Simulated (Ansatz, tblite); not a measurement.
Spin states of B₁₃, each relaxed with PBE-D4/def2-SVP in Ansatz. Electronic energies in the gas phase.

The xTB rows come from tblite. B3LYP takes the VWN-RPA correlation. The structure comes from a short search, and lower isomers may exist.

Doublet geometry (C2v within 0.1 Å):

Cartesian coordinates in Å:
```
B 1.461 -0.103 2.168
B -0.474 -2.486 -0.821
B 0.389 -2.591 0.460
B -0.021 -1.056 -0.073
B 1.245 1.413 1.904
B -1.464 0.251 -2.151
B -1.026 -1.159 -1.569
B 0.977 -1.401 1.391
B -0.508 0.482 -0.727
B -0.392 2.348 -0.489
B 0.483 2.241 0.802
B 0.518 0.354 0.791
B -1.188 1.708 -1.687
```

Quartet geometry (C2v within 0.1 Å):

Cartesian coordinates in Å:
```
B -2.082 -1.321 -0.894
B 0.863 -1.159 2.248
B -0.390 -1.986 1.745
B 0.097 -0.645 0.820
B -1.873 -0.168 -1.927
B 2.068 1.417 0.771
B 1.486 0.129 1.534
B -1.253 -1.678 0.435
B 0.711 0.740 -0.012
B 0.417 1.818 -1.532
B -0.839 0.989 -2.035
B -0.786 -0.248 -0.612
B 1.582 2.111 -0.541
```

⟨S²⟩: doublet 0.77 at PBE0-D4/def2-TZVP (pure 0.75), quartet 3.81 at PBE0-D4/def2-TZVP (pure 3.75).

Run but left out: HF/6-31G, MP2/def2-SVP (quartet: ⟨S²⟩ 4.04 to 4.07, where a pure state has 3.75).

Only these spin states were relaxed.

```
              level  quartet − doublet (kcal/mol)  lowest of these                                                                           remarks
           GFN1-xTB                          36.9          doublet                                                                                 –
        HF/def2-SVP                          48.0          doublet  spin-contaminated (⟨S²⟩ 0.86) (doublet), spin-contaminated (⟨S²⟩ 4.04) (quartet)
       HF/def2-TZVP                          48.6          doublet  spin-contaminated (⟨S²⟩ 0.88) (doublet), spin-contaminated (⟨S²⟩ 4.04) (quartet)
   PBE-D4/def2-TZVP                          34.3          doublet                                                                                 –
r2SCAN-D4/def2-TZVP                          34.4          doublet                                                                                 –
     B3LYP-D4/6-31G                          42.3          doublet                                                                                 –
  PBE0-D4/def2-TZVP                          38.6          doublet                                                                                 –
  ωB97X-V/def2-TZVP                          47.6          doublet                                                                                 –
```

Change of the quartet − doublet gap on mixing in exact exchange, in kcal/mol: PBE to PBE0 (25 % exact exchange) 4.3.

The xTB methods have no spin-polarisation term.
